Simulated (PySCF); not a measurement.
ClCrO2 (SMILES [O]=[Cr](=[O])[Cl]), doublet, at a GFN2-xTB geometry (such geometries of metal compounds can be far from the true shape) (the multiplicity is a formal guess). Base run: PBE/def2-SVP in PySCF.

Input for PySCF:
```python
from pyscf import gto, scf, dft, solvent

mol = gto.Mole()
mol.atom = '''
    Cr    0.20172473   -0.25750205    0.20399745
    O     1.63746853   -0.59254267   -0.23931680
    O    -0.45906317   -0.91169431    1.43099861
    Cl   -0.83933155    1.07140853   -0.84878784
'''
mol.basis = 'def2-svp'
mol.spin = 1
mol.verbose = 4
mol.build()

mf = dft.UKS(mol)
mf.xc = 'pbe'
mf.kernel()
mf.analyze()
```

Each row names what was changed in the base input (with any setting that the change needs).

```tsv
change	ΔE vs base (kJ/mol)	dipole (D)
base	0.00	1.16
model = C-PCM; solvent = toluene	-5.20	1.34
model = IEF-PCM; solvent = toluene; vdw_scale = 1.4	-2.25	1.28
model = IEF-PCM; solvent = toluene; r_probe = 0.5	-1.80	1.26
model = IEF-PCM; solvent = n-hexane	-3.25	1.28
model = IEF-PCM; solvent = dimethylsulfoxide	-9.11	1.50
model = IEF-PCM; solvent = acetonitrile	-9.01	1.50
model = IEF-PCM; solvent = toluene; lebedev_order = 11	-4.26	1.32
model = IEF-PCM; solvent = toluene; vdw_scale = 1.0	-9.88	1.40
model = SS(V)PE; solvent = toluene	-4.23	1.32
model = COSMO; solvent = toluene	-4.25	1.31
model = IEF-PCM; solvent = toluene	-4.25	1.32
```

The base is the gas phase, so ΔE is the electrostatic part of solvation at a fixed geometry, without cavity and dispersion terms.

Open shells are given as the SCF converged; they aren't shown to be the lowest states, and a large step between rows can be another state.
